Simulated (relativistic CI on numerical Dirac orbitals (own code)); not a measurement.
Pr37+: q coefficients and field-shift factors

Calculated at this level of theory: Dirac-Coulomb-Breit CI, separate exchange-only KLI orbitals for each configuration, derivatives by finite differences, unscaled Slater integrals, QED left out (own radial code, finite nucleus).

CI space (outside the closed core [Ne] 3s2): 3p⁶3d⁴, 3p⁵3d⁵, 3p⁶3d³4p, 3p⁶3d²4s4p, 3p⁶3d²4s², 3p⁶3d4s²4p. Double excitations out of closed p, d and f shells are left out; levels of such configurations are missing from the list, as are those of other unlisted configurations, and high levels can miss mixing partners.

With x = (α/α₀)² − 1 an excitation energy changes as ω = ω₀ + qx; K = 2q/ω₀ is the relative enhancement. Terms are leading LS components, so labels can repeat. The field-shift factor is F = δν/δ⟨r²⟩ for the transition from the lowest level.

Lowest level 3p⁶3d⁴ ³P0.

```csv
Level,ω₀ (cm⁻¹),q (cm⁻¹),K,F (GHz/fm²)
3p⁶3d⁴ ⁵D1,138265,190900,2.76,2.14
3p⁶3d⁴ ⁵D2,207344,236300,2.28,2.76
3p⁶3d⁴ ³F4,215443,187400,1.74,2.34
3p⁶3d⁴ ⁵D3,235245,229500,1.95,2.78
3p⁶3d⁴ ⁵D0,340154,369000,2.17,4.34
3p⁶3d⁴ ⁵D4,351491,375700,2.14,4.45
3p⁶3d⁴ ³F2,364947,330800,1.81,4.06
3p⁶3d⁴ ³G3,370699,359000,1.94,4.34
3p⁶3d⁴ ³H5,393199,365800,1.86,4.48
3p⁶3d⁴ ³H6,410122,365400,1.78,4.54
3p⁶3d⁴ ³P1,415520,386700,1.86,4.71
3p⁶3d⁴ ³G4,444247,375200,1.69,4.71
3p⁶3d⁴ ³F3,453973,358400,1.58,4.57
3p⁶3d⁴ ³D2,456263,377900,1.66,4.76
3p⁶3d⁴ ³F2,528390,396000,1.5,5.11
3p⁶3d⁴ ³F4,529569,493400,1.86,6.02
3p⁶3d⁴ ³F3,571666,548900,1.92,6.64
3p⁶3d⁴ ³F4,594721,442800,1.49,5.73
3p⁶3d⁴ ³G5,598942,560200,1.87,6.84
3p⁶3d⁴ ¹I6,603786,553800,1.83,6.81
3p⁶3d⁴ ³D1,606685,547600,1.81,6.72
3p⁶3d⁴ ³P2,623087,427900,1.37,5.67
3p⁶3d⁴ ¹S0,650228,518600,1.6,6.58
```

At this charge energies of transitions that change n are usually good to better than 1 %, and those within a shell (Δn = 0) to a few per cent. Terms inside the open d or f shell come out 10 to 20 % too wide with unscaled integrals.
